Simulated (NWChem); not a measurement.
System: C$_{3}$H$_{7}$N; SMILES C/C=N\C

Here is an NWChem input.

```
start job
memory heap 200 mb stack 900 mb global 1100 mb
geometry units angstroms noautosym nocenter noautoz
  C      0.482307    -1.526945     0.151012
  C     -0.654772    -0.580545    -0.103023
  N     -0.667392     0.682113    -0.206715
  C      0.517526     1.481146    -0.085807
  H      1.457631    -1.036954     0.263753
  H      0.551104    -2.253405    -0.675261
  H      0.279726    -2.113032     1.062423
  H     -1.635589    -1.076712    -0.216399
  H      0.641703     2.073924    -1.007192
  H      1.464585     0.943094     0.105728
  H      0.370723     2.213627     0.725163
end
basis spherical
  C library pcsseg-1
  N library pcsseg-1
  H library pcsseg-1
end
dft
  xc slater vwn_5
  iterations 150
end
property
  shielding 9 1 2 3 4 5 6 8 9 10
end
task dft property
```

NWChem printed, in part:

```
             Northwest Computational Chemistry Package (NWChem) 7.3.0
             --------------------------------------------------------

                             Geometry "geometry" -> ""
                             -------------------------

 Output coordinates in angstroms (scale by  1.889725989 to convert to a.u.)

  No.       Tag          Charge          X              Y              Z
 ---- ---------------- ---------- -------------- -------------- --------------
    1 C                    6.0000     0.48230700    -1.52694500     0.15101200
    2 C                    6.0000    -0.65477200    -0.58054500    -0.10302300
    3 N                    7.0000    -0.66739200     0.68211300    -0.20671500
    4 C                    6.0000     0.51752600     1.48114600    -0.08580700
    5 H                    1.0000     1.45763100    -1.03695400     0.26375300
    6 H                    1.0000     0.55110400    -2.25340500    -0.67526100
    7 H                    1.0000     0.27972600    -2.11303200     1.06242300
    8 H                    1.0000    -1.63558900    -1.07671200    -0.21639900
    9 H                    1.0000     0.64170300     2.07392400    -1.00719200
   10 H                    1.0000     1.46458500     0.94309400     0.10572800
   11 H                    1.0000     0.37072300     2.21362700     0.72516300

 Effective nuclear repulsion energy (a.u.)     119.7722160181

                              NWChem Property Module
                              ----------------------

  itol2e modified to match energy
  convergence criterion.

                                 NWChem DFT Module
                                 -----------------

 Summary of "ao basis" -> "ao basis" (spherical)
 ------------------------------------------------------------------------------
       Tag                 Description            Shells   Functions and Types
 ---------------- ------------------------------  ------  ---------------------
 C                          pcsseg-1                 7       17   3s3p1d
 N                          pcsseg-1                 7       17   3s3p1d
 H                          pcsseg-1                 3        5   2s1p

  itol2e modified to match energy
  convergence criterion.

            General Information
            -------------------
          SCF calculation type: DFT
          Wavefunction type:  closed shell.
          No. of atoms     :    11
          No. of electrons :    32
           Alpha electrons :    16
            Beta electrons :    16
          Charge           :     0
          Spin multiplicity:     1
          Use of symmetry is: off; symmetry adaption is: off
          Maximum number of iterations: 150
          AO basis - number of functions:   103
                     number of shells:    49
          Convergence on energy requested:  1.00D-07
          Convergence on density requested:  1.00D-05
          Convergence on gradient requested:  5.00D-04

              XC Information
              --------------
                        Slater Exchange Functional  1.000 local
                      VWN V Correlation Functional  1.000 local

             Grid Information
             ----------------
          Grid used for XC integration:  fine
          Radial quadrature: Mura-Knowles
          Angular quadrature: Lebedev.
          Tag              B.-S. Rad. Rad. Pts. Rad. Cut. Ang. Pts.
          ---              ---------- --------- --------- ---------
          C                   0.70       70          11.0       590
          N                   0.65       70          10.0       590
          H                   0.35       60          12.0       590
          Grid pruning is: on
          Number of quadrature shells:   700
          Spatial weights used:  Erf1

      Superposition of Atomic Density Guess
      -------------------------------------

 Sum of atomic energies:        -170.73682346

      Non-variational initial energy
      ------------------------------

 Total energy =    -173.280770
 1-e energy   =    -465.002522
 2-e energy   =     171.949536
 HOMO         =      -0.306935
 LUMO         =      -0.004493

   convergence    iter        energy       DeltaE   RMS-Dens  Diis-err
 ---------------- ----- ----------------- --------- --------- ---------
 d= 0,ls=0.0,diis     1   -171.5998979799 -2.91D+02  1.19D-02  8.90D-01
 d= 0,ls=0.0,diis     2   -171.4871298192  1.13D-01  1.08D-02  1.51D+00
 d= 0,ls=0.0,diis     3   -171.6010292313 -1.14D-01  3.61D-03  5.96D-01
 d= 0,ls=0.0,diis     4   -171.6656434841 -6.46D-02  7.67D-04  1.07D-02
 d= 0,ls=0.0,diis     5   -171.6666173165 -9.74D-04  4.05D-04  2.48D-03
  Resetting Diis
 d= 0,ls=0.0,diis     6   -171.6669422213 -3.25D-04  5.69D-05  3.46D-05
 d= 0,ls=0.0,diis     7   -171.6669468609 -4.64D-06  4.05D-05  4.70D-06
 d= 0,ls=0.0,diis     8   -171.6669459258  9.35D-07  2.41D-05  1.25D-05
 d= 0,ls=0.0,diis     9   -171.6669474618 -1.54D-06  2.13D-06  8.27D-08
 d= 0,ls=0.0,diis    10   -171.6669474680 -6.26D-09  9.10D-07  2.64D-08

         Total DFT energy =     -171.666947468024
      One electron energy =     -469.231423284235
           Coulomb energy =      201.926710295520
    Exchange-Corr. energy =      -24.134450497374
 Nuclear repulsion energy =      119.772216018065

 Numeric. integr. density =       32.000019824638

                       DFT Final Molecular Orbital Analysis
                       ------------------------------------

 Vector   14  Occ=2.000000D+00  E=-3.318452D-01
              MO Center= -7.4D-02, -2.1D-01, -4.3D-02, r^2= 3.5D+00
   Bfn.  Coefficient  Atom+Function         Bfn.  Coefficient  Atom+Function
  ----- ------------  ---------------      ----- ------------  ---------------
    84      0.283125   8 H  s                69      0.225690   5 H  s
    24     -0.205818   2 C  px               59     -0.177039   4 C  py
     7      0.164534   1 C  px               42      0.156356   3 N  py
    27     -0.140616   2 C  px               62     -0.140167   4 C  py
    94      0.131904  10 H  s                89     -0.129381   9 H  s

 Vector   15  Occ=2.000000D+00  E=-2.592102D-01
              MO Center= -2.9D-01,  2.6D-01, -1.1D-01, r^2= 2.7D+00
   Bfn.  Coefficient  Atom+Function         Bfn.  Coefficient  Atom+Function
  ----- ------------  ---------------      ----- ------------  ---------------
    43      0.287091   3 N  pz               26      0.264628   2 C  pz
    46      0.261889   3 N  pz               29      0.237753   2 C  pz
    89      0.182252   9 H  s                99     -0.182220  11 H  s
    40      0.146842   3 N  pz               60     -0.138829   4 C  pz
    74      0.135085   6 H  s                79     -0.135130   7 H  s

 Vector   16  Occ=2.000000D+00  E=-1.988145D-01
              MO Center= -5.8D-01,  5.2D-01, -1.8D-01, r^2= 2.1D+00
   Bfn.  Coefficient  Atom+Function         Bfn.  Coefficient  Atom+Function
  ----- ------------  ---------------      ----- ------------  ---------------
    44      0.328975   3 N  px               41      0.321576   3 N  px
    45     -0.225989   3 N  py               37     -0.222574   3 N  s
     3     -0.194006   1 C  s                94     -0.178251  10 H  s
    36     -0.173218   3 N  s                10      0.170430   1 C  px
    84      0.171028   8 H  s                38      0.169883   3 N  px

 Vector   17  Occ=0.000000D+00  E=-3.903552D-02
              MO Center= -5.2D-01, -1.0D-01, -1.2D-01, r^2= 2.5D+00
   Bfn.  Coefficient  Atom+Function         Bfn.  Coefficient  Atom+Function
  ----- ------------  ---------------      ----- ------------  ---------------
    29      0.606890   2 C  pz               46     -0.538725   3 N  pz
    26      0.364573   2 C  pz               43     -0.324154   3 N  pz
    75      0.203854   6 H  s                80     -0.204000   7 H  s
    90     -0.199340   9 H  s               100      0.199299  11 H  s
    23      0.174378   2 C  pz               40     -0.173508   3 N  pz

[...]

          -----------------------------------------
          Chemical Shielding Tensors (GIAO, in ppm)
          -----------------------------------------

                                NWChem CPHF Module
                                ------------------

  scftype          =     RHF
  nclosed          =       16
  nopen            =        0
  variables        =     1392
  # of vectors     =        3
  tolerance        = 0.10D-03
  level shift      = 0.00D+00
  max iterations   =       50
  max subspace     =       30

 SCF residual:    4.2346761397124688E-005

Iterative solution of linear equations
  No. of variables     1392
  No. of equations        3
  Maximum subspace       30
        Iterations       50
       Convergence  1.0D-04

   iter   nsub   residual    time
   ----  ------  --------  ---------
     1      3    2.64D-05      53.5

      Atom:    1  C
        Diamagnetic
    254.0115     -5.3909      1.3659
     -5.3909    255.9724     -1.4808
      1.3659     -1.4808    248.3878

        Paramagnetic
    -79.9442    -13.6130     -1.8805
    -13.6130   -114.2696      2.1758
     -1.8805      2.1758    -61.3659

        Total Shielding Tensor
    174.0673    -19.0038     -0.5145
    -19.0038    141.7028      0.6950
     -0.5145      0.6950    187.0220

           isotropic =     167.5973
          anisotropy =      29.3418

          Principal Components and Axis System
                 1           2           3
              187.1585    182.7118    132.9217

      1        -0.1541      0.8947      0.4192
      2         0.0795     -0.4117      0.9079
      3         0.9849      0.1732     -0.0077

      Atom:    2  C
        Diamagnetic
    255.9864     -8.0522      3.6444
     -8.0522    267.9570     -3.7669
      3.6444     -3.7669    237.6998

        Paramagnetic
   -334.6974    -18.7651    -31.1365
    -18.7651   -258.5764      7.7555
    -31.1365      7.7555   -131.3767

        Total Shielding Tensor
    -78.7111    -26.8173    -27.4921
    -26.8173      9.3806      3.9885
    -27.4921      3.9885    106.3230

           isotropic =      12.3309
          anisotropy =     147.9178

          Principal Components and Axis System
                 1           2           3
              110.9427    -89.5450     15.5948

      1        -0.1540      0.9584     -0.2405
      2         0.0793      0.2546      0.9638
      3         0.9849      0.1293     -0.1152

      Atom:    3  N
        Diamagnetic
    327.4530     17.6719      0.2793
     17.6719    341.3897      0.7634
      0.2793      0.7634    316.5447

        Paramagnetic
   -580.8061   -201.2723    -69.1996
   -201.2723   -725.5682     24.1852
    -69.1996     24.1852    -47.3589

        Total Shielding Tensor
   -253.3531   -183.6004    -68.9203
   -183.6004   -384.1785     24.9486
    -68.9203     24.9486    269.1858

           isotropic =    -122.7819
          anisotropy =    -587.0610

          Principal Components and Axis System
                 1           2           3
             -514.1559    281.9726   -136.1624

      1         0.5799     -0.1540      0.8000
      2         0.8143      0.0793     -0.5750
      3         0.0251      0.9849      0.1714

      Atom:    4  C
        Diamagnetic
    255.6203      6.7035      1.4876
      6.7035    250.3421      0.4287
      1.4876      0.4287    242.8511

        Paramagnetic
    -99.3487     18.2960     -0.4949
     18.2960   -121.9296      4.1742
     -0.4949      4.1742   -106.0342

        Total Shielding Tensor
    156.2716     24.9995      0.9927
     24.9995    128.4124      4.6029
      0.9927      4.6029    136.8169

           isotropic =     140.5003
          anisotropy =      46.1353

          Principal Components and Axis System
                 1           2           3
              171.2572    137.0327    113.2111

      1         0.8556     -0.1540     -0.4942
      2         0.5092      0.0794      0.8570
      3         0.0927      0.9849     -0.1463

      Atom:    5  H
        Diamagnetic
     36.7885      2.6124      2.2931
      2.6124     28.0775     -0.1826
      2.2931     -0.1826     21.1266

        Paramagnetic
     -5.1516     -1.8928     -0.9780
     -1.8928      1.4047     -0.2399
     -0.9780     -0.2399      1.9552

        Total Shielding Tensor
     31.6369      0.7196      1.3151
      0.7196     29.4822     -0.4225
      1.3151     -0.4225     23.0818

           isotropic =      28.0670
          anisotropy =       5.9048

          Principal Components and Axis System
                 1           2           3
               32.0035     29.3550     22.8424

      1         0.9590     -0.2380     -0.1538
      2         0.2520      0.9645      0.0793
      3         0.1294     -0.1148      0.9849

      Atom:    6  H
        Diamagnetic
     24.2493     -3.3252     -1.4394
     -3.3252     32.8678      7.5248
     -1.4394      7.5248     29.9590

        Paramagnetic
      2.7204      2.2142      0.5914
      2.2142     -2.4753     -3.5566
      0.5914     -3.5566      1.3315

        Total Shielding Tensor
     26.9698     -1.1110     -0.8480
     -1.1110     30.3925      3.9682
     -0.8480      3.9682     31.2906

           isotropic =      29.5509
          anisotropy =       8.2755

          Principal Components and Axis System
                 1           2           3
               35.0680     27.0582     26.5267

      1        -0.1673     -0.6196      0.7668
      2         0.6608      0.5068      0.5537
      3         0.7317     -0.5993     -0.3247

      Atom:    7  H
        Diamagnetic
     38.2192      6.3463      2.0432
      6.3463     29.6454      0.3667
      2.0432      0.3667     22.1706

        Paramagnetic
    -12.5458     -8.0689     -0.9506
     -8.0689     -6.0103     -0.9632
     -0.9506     -0.9632     -2.3789

        Total Shielding Tensor
     25.6734     -1.7227      1.0926
     -1.7227     23.6352     -0.5965
      1.0926     -0.5965     19.7917

           isotropic =      23.0334
          anisotropy =       5.7617

          Principal Components and Axis System
                 1           2           3
               26.8746     22.6529     19.5728

      1         0.8560      0.4935     -0.1540
      2        -0.4871      0.8697      0.0793
      3         0.1731      0.0071      0.9849

      Atom:    8  H
        Diamagnetic
     24.8758      3.8771     -2.7111
      3.8771     29.9339     -7.3152
     -2.7111     -7.3152     31.5650

        Paramagnetic
      1.1194     -2.5340      1.7570
     -2.5340     -2.5278      4.1306
      1.7570      4.1306     -2.9745

        Total Shielding Tensor
     25.9951      1.3431     -0.9542
      1.3431     27.4061     -3.1846
     -0.9542     -3.1846     28.5905

           isotropic =      27.3306
          anisotropy =       6.5318

          Principal Components and Axis System
                 1           2           3
               31.6851     25.7214     24.5852

      1        -0.2706      0.8851     -0.3787
      2        -0.6280      0.1359      0.7663
      3         0.7297      0.4451      0.5191

      Atom:    9  H
        Diamagnetic
     36.8214     -2.5980      2.8323
     -2.5980     28.1229     -1.0565
      2.8323     -1.0565     20.5828

        Paramagnetic
     -6.8927      2.7032     -1.8022
      2.7032     -0.1367      0.6948
     -1.8022      0.6948      2.8977

        Total Shielding Tensor
     29.9288      0.1052      1.0301
      0.1052     27.9863     -0.3617
      1.0301     -0.3617     23.4804

           isotropic =      27.1318
          anisotropy =       4.4379

          Principal Components and Axis System
                 1           2           3
               30.0905     28.0149     23.2902

      1         0.9880     -0.0107     -0.1541
      2         0.0231      0.9966      0.0793
      3         0.1527     -0.0819      0.9849
```

Level: LDA (Slater exchange, VWN5)/pcSseg-1, GIAO. Geometry: optimised at PBE0/def2-SVP. The output numbers the shielded atoms by their place in the input's list. The printed shielding anisotropy is the first printed principal value minus the mean of the other two.
